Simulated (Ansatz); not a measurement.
The multiplicity is imposed and other spin states were not computed.

Species: [Cd(NH2)(F)] (charge 0, multiplicity 1).

**Question.** Give a relaxed geometry from PBE-D3(BJ)/def2-SVP (Ansatz, a quantum-chemistry and plane-wave program).

**Answer.** One answer among several that fit: the end point of this relaxation, one of several conformers.
Cartesian coordinates (Å) in one orientation:
```xyz
5

Cd     0.117    -0.082    -0.040
N     -0.916    -1.814     0.039
H     -0.256    -2.581     0.244
H     -1.273    -2.028    -0.905
F      0.993     1.652     0.020
```
